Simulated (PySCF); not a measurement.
## Electron correlation in Ca (calcium, neutral)

[Ar] 3d1 4s1, high-spin 3D determinant (an excited configuration). All numbers are calculated (PySCF 2.14, scalar relativity by spin-free X2C-1e, in aug-cc-pwCVTZ-X2C). Frozen: [Ar]; 2 electrons correlated.

Total MP2 correlation energy: -4.18 mhartree.

Same-spin part -4.18 and opposite-spin part 0.00 mhartree; SCS-MP2 scales them by 1/3 and 6/5 to -1.39 mhartree.
